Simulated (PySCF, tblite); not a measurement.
Parent: `[CH3:1][CH2:2][C@@H:3]([CH3:4])[P:5]1[CH:6]=[CH:7]1` with C1–C2–C3–C4 175°, C2–C3–P5–C6 112°, C6H11P.

Structures optimised with GFN2-xTB, isolated species. One conformer each, not checked by frequencies here.

```
coordinate of the parent    value
                   C1–C2  1.522 Å
                   C2–C3  1.528 Å
                   C3–C4  1.527 Å
                   C3–P5  1.899 Å
                   P5–C6  1.835 Å
                   C6=C7  1.309 Å
                   P5–C7  1.835 Å
                C1–C2–C3   112.0°
                C2–C3–C4   111.0°
                C2–C3–P5   110.2°
                C4–C3–P5   108.9°
                C3–P5–C6   101.1°
                C3–P5–C7   100.4°
                C6–P5–C7    41.8°
                P5–C6–C7    69.1°
                P5–C7–C6    69.1°
```

Question: In one relative the bonds that all share with the parent change as follows (parent's numbers): C1–C2 -0.001, C2–C3 -0.005, C3–C4 -0.004, C3–P5 -0.038, P5–C6 -0.025, C6–C7 +0.027, P5–C7 -0.024 Å. Which is it?
A. `[CH3:1][CH2:2][C@@H:3]([CH3:4])[P:5]1(=[S:6])[CH:7]=[CH:8]1` with C1–C2–C3–C4 -178°, C2–C3–P5–S6 -53°
B. `[CH2:1]=[P:2]1([C@@H:3]([CH3:4])[CH2:5][CH3:6])[CH:7]=[CH:8]1` with C1–P2–C3–C4 170°, P2–C3–C5–C6 -59°

Answer: A. The changes in all of them (Å):

```tsv
SMILES	C1–C2	C2–C3	C3–C4	C3–P5	P5–C6	C6–C7	P5–C7
CC[C@@H](C)P1(=S)C=C1	-0.001	-0.005	-0.004	-0.038	-0.025	+0.027	-0.024
C=P1([C@@H](C)CC)C=C1	-0.001	+0.002	-0.006	-0.051	-0.001	+0.035	-0.041
```

Atoms are paired thus: CC[C@@H](C)P1(=S)C=C1: C1 = C1, C2 = C2, C3 = C3, C4 = C4, P5 = P5, C6 = C7, C7 = C8; C=P1([C@@H](C)CC)C=C1: C1 = C6, C2 = C5, C3 = C3, C4 = C4, P5 = P2, C6 = C7, C7 = C8.

The numbers are calculated, not measured.
